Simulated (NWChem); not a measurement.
Everything below was run with NWChem. System: BeO, charge 0, spin multiplicity 1, at a geometry optimised with PBE/def2-SVP. The structure started from a generated list of species. Level: RHF/cc-pVTZ.

Job file:

```
start mol
memory heap 200 mb stack 900 mb global 1100 mb
geometry units angstroms nocenter noautoz
  Be     0.000000     0.000000     0.906253
  O      0.000000     0.000000    -0.453126
  symmetry group C2v
end
basis spherical
  * library cc-pvtz
end
scf
  rhf
  nopen 0
  maxiter 100
  thresh 1e-7
  semidirect memsize 60000000 filesize 0
end
task scf energy
```

Output (cleaned and shortened):

```
             Northwest Computational Chemistry Package (NWChem) 7.3.0
             --------------------------------------------------------

                                NWChem Input Module
                                -------------------

 Scaling coordinates for geometry "geometry" by  1.889725989
 (inverse scale =  0.529177249)

 Turning off AUTOSYM since
 SYMMETRY directive was detected!

                             Geometry "geometry" -> ""
                             -------------------------

 Output coordinates in angstroms (scale by  1.889725989 to convert to a.u.)

  No.       Tag          Charge          X              Y              Z
 ---- ---------------- ---------- -------------- -------------- --------------
    1 Be                   4.0000     0.00000000     0.00000000     0.90625300
    2 O                    8.0000     0.00000000     0.00000000    -0.45312600

 Effective nuclear repulsion energy (a.u.)      12.4569174366

            Nuclear Dipole moment (a.u.)
            ----------------------------
        X                 Y               Z
 ---------------- ---------------- ----------------
     0.0000000000     0.0000000000     0.0000075589

      Symmetry information
      --------------------

 Group name             C2v
 Group number             16
 Group order               4
 No. of unique centers     2

      Symmetry unique atoms

     1    2


 Summary of "ao basis" -> "" (spherical)
 ------------------------------------------------------------------------------
       Tag                 Description            Shells   Functions and Types
 ---------------- ------------------------------  ------  ---------------------
 *                          cc-pvtz                   on all atoms

 Summary of "ao basis" -> "ao basis" (spherical)
 ------------------------------------------------------------------------------
       Tag                 Description            Shells   Functions and Types
 ---------------- ------------------------------  ------  ---------------------
 Be                         cc-pvtz                 10       30   4s3p2d1f
 O                          cc-pvtz                 10       30   4s3p2d1f

                                 NWChem SCF Module
                                 -----------------

  ao basis        = "ao basis"
  functions       =    60
  atoms           =     2
  closed shells   =     6
  open shells     =     0
  charge          =   0.00
  wavefunction    = RHF
  use symmetry    = T
  symmetry adapt  = T

 Summary of "ao basis" -> "ao basis" (spherical)
 ------------------------------------------------------------------------------
       Tag                 Description            Shells   Functions and Types
 ---------------- ------------------------------  ------  ---------------------
 Be                         cc-pvtz                 10       30   4s3p2d1f
 O                          cc-pvtz                 10       30   4s3p2d1f

      Symmetry analysis of basis
      --------------------------

        a1         26
        a2          6
        b1         14
        b2         14

 Forming initial guess at       0.0s

      Superposition of Atomic Density Guess
      -------------------------------------

 Sum of atomic energies:         -89.35354296

      Non-variational initial energy
      ------------------------------

 Total energy =     -89.351432
 1-e energy   =    -146.438408
 2-e energy   =      44.630058
 HOMO         =      -0.489339
 LUMO         =      -0.185137
[...]
     6 b2          7 a1          8 b1          9 b2         10 a1
    11 a1         12 b1         13 b2         14 a1         15 a1
    16 a2

 Starting SCF solution at       0.3s

 ----------------------------------------------
         Quadratically convergent ROHF

 Convergence threshold     :          1.000E-07
 Maximum no. of iterations :          100
 Final Fock-matrix accuracy:          1.000E-09
 ----------------------------------------------

              iter       energy          gnorm     gmax       time
             ----- ------------------- --------- --------- --------
                 1      -89.2604590172  1.67D+00  3.80D-01      0.3
                 2      -89.4181110016  3.10D-01  1.67D-01      0.3
                 3      -89.4189911004  3.37D-01  1.87D-01      0.3
                 4      -89.4348951037  2.26D-01  8.46D-02      0.4
                 5      -89.4397395598  2.97D-02  8.73D-03      0.4
                 6      -89.4398316588  5.70D-04  1.86D-04      0.4
                 7      -89.4398317292  5.60D-07  2.09D-07      0.4
                 8      -89.4398317292  2.68D-09  9.95D-10      0.5

       Final RHF  results
       ------------------

         Total SCF energy =    -89.439831729245
      One-electron energy =   -148.708978067623
      Two-electron energy =     46.812228901820
 Nuclear repulsion energy =     12.456917436558

        Time for solution =      0.2s

       Symmetry analysis of molecular orbitals - final
       -----------------------------------------------

  Numbering of irreducible representations:

     1 a1          2 a2          3 b1          4 b2

  Orbital symmetries:

     1 a1          2 a1          3 a1          4 a1          5 b1
     6 b2          7 a1          8 b1          9 b2         10 a1
    11 a1         12 b1         13 b2         14 a1         15 a1
    16 a2

             Final eigenvalues
             -----------------

              1
    1  -20.4587
    2   -4.7198
    3   -1.1447
    4   -0.4547
    5   -0.3822
    6   -0.3822
    7   -0.0623
    8    0.0898
    9    0.0898
   10    0.1317
   11    0.1799
   12    0.2545
   13    0.2545
   14    0.4203
   15    0.4506
   16    0.4506

                       ROHF Final Molecular Orbital Analysis
                       -------------------------------------

 Vector    4  Occ=2.000000D+00  E=-4.547371D-01  Symmetry=a1
              MO Center= -1.5D-16,  1.7D-16, -4.3D-01, r^2= 7.8D-01
   Bfn.  Coefficient  Atom+Function         Bfn.  Coefficient  Atom+Function
  ----- ------------  ---------------      ----- ------------  ---------------
    40      0.392530  2 O  pz                37      0.323499  2 O  pz
    34     -0.274624  2 O  s                  2      0.269519  1 Be s
    43      0.262670  2 O  pz                 7     -0.155392  1 Be pz

 Vector    5  Occ=2.000000D+00  E=-3.821560D-01  Symmetry=b1
              MO Center= -7.2D-17,  4.3D-32, -2.3D-01, r^2= 1.0D+00
   Bfn.  Coefficient  Atom+Function         Bfn.  Coefficient  Atom+Function
  ----- ------------  ---------------      ----- ------------  ---------------
    38      0.388013  2 O  px                41      0.317035  2 O  px
    35      0.307383  2 O  px                 8      0.157125  1 Be px

 Vector    6  Occ=2.000000D+00  E=-3.821560D-01  Symmetry=b2
              MO Center= -5.2D-32,  6.9D-17, -2.3D-01, r^2= 1.0D+00
   Bfn.  Coefficient  Atom+Function         Bfn.  Coefficient  Atom+Function
  ----- ------------  ---------------      ----- ------------  ---------------
    39      0.388013  2 O  py                42      0.317035  2 O  py
    36      0.307383  2 O  py                 9      0.157125  1 Be py

 Vector    7  Occ=0.000000D+00  E=-6.227096D-02  Symmetry=a1
              MO Center= -3.9D-16,  2.8D-16,  1.9D+00, r^2= 2.9D+00
   Bfn.  Coefficient  Atom+Function         Bfn.  Coefficient  Atom+Function
  ----- ------------  ---------------      ----- ------------  ---------------
     4      0.600969  1 Be s                 13      0.313289  1 Be pz
     2      0.263269  1 Be s                 10      0.159038  1 Be pz

 Vector    8  Occ=0.000000D+00  E= 8.979181D-02  Symmetry=b1
              MO Center=  4.9D-16, -7.4D-32,  1.1D+00, r^2= 6.6D+00
   Bfn.  Coefficient  Atom+Function         Bfn.  Coefficient  Atom+Function
  ----- ------------  ---------------      ----- ------------  ---------------
    11      0.983076  1 Be px                41     -0.238983  2 O  px
    22     -0.177545  1 Be d  1

 Vector    9  Occ=0.000000D+00  E= 8.979181D-02  Symmetry=b2
              MO Center=  1.3D-31, -3.7D-16,  1.1D+00, r^2= 6.6D+00
   Bfn.  Coefficient  Atom+Function         Bfn.  Coefficient  Atom+Function
  ----- ------------  ---------------      ----- ------------  ---------------
    12      0.983076  1 Be py                42     -0.238983  2 O  py
    20      0.177545  1 Be d -1

 center of mass
 --------------
 x =   0.00000000 y =   0.00000000 z =   0.06949239

 moments of inertia (a.u.)
 ------------------
          38.038841837114           0.000000000000           0.000000000000
           0.000000000000          38.038841837114           0.000000000000
           0.000000000000           0.000000000000           0.000000000000

  Mulliken analysis of the total density
  --------------------------------------

    Atom       Charge   Shell Charges
 -----------   ------   -------------------------------------------------------
    1 Be   4     3.52   1.97  0.27  0.15 -0.03  0.42  0.46  0.15  0.07  0.06  0.02
    2 O    8     8.48   1.95  1.02  0.24  0.53  1.21  2.07  1.45  0.00  0.01  0.00

       Multipole analysis of the density wrt the origin
       ------------------------------------------------

     L   x y z        total         open         nuclear
     -   - - -        -----         ----         -------
     0   0 0 0     -0.000000      0.000000     12.000000

     1   1 0 0      0.000000      0.000000      0.000000
     1   0 1 0     -0.000000      0.000000      0.000000
     1   0 0 1      2.903527      0.000000      0.000008

     2   2 0 0     -7.631390      0.000000      0.000000
     2   1 1 0      0.000000      0.000000      0.000000
     2   1 0 1     -0.000000      0.000000      0.000000
     2   0 2 0     -7.631390      0.000000      0.000000
     2   0 1 1      0.000000      0.000000      0.000000
     2   0 0 2     -2.049020      0.000000     17.597360

 Task  times  cpu:        0.5s     wall:        0.5s

 Total times  cpu:        0.5s     wall:        0.5s
```
